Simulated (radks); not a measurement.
Question: The mean radii <r> (bohr) of the occupied orbitals of an atom or ion are listed with their occupations. All-electron calculation, Dirac Kohn-Sham, PBE, spin-unpolarised, spherical densities, point nucleus. Program: a radial shooting solver on a logarithmic mesh with Libxc functionals.

orbital  occ.      <r>
1s1/2       2  0.02317
2s1/2       2  0.09719
2p1/2       2  0.08132
2p3/2       4  0.08758
3s1/2       2   0.2365
3p1/2       2   0.2237
3p3/2       1   0.2331

Name the element and its charge. Open shells, if any, fill j = l - 1/2 first.

Answer: Z = 61, promethium, charge +46: Pm46+ in [Ne] 3s2 3p3. The 1s radius gives Z: for a bare nucleus <r> = (2 gamma + 1)/(2Z) with gamma = sqrt(1 - (Z/c)^2), 0.02288 bohr for Z = 61, and screening makes it slightly larger (0.02317 here). The occupations add up to 15, and the charge is Z minus that.
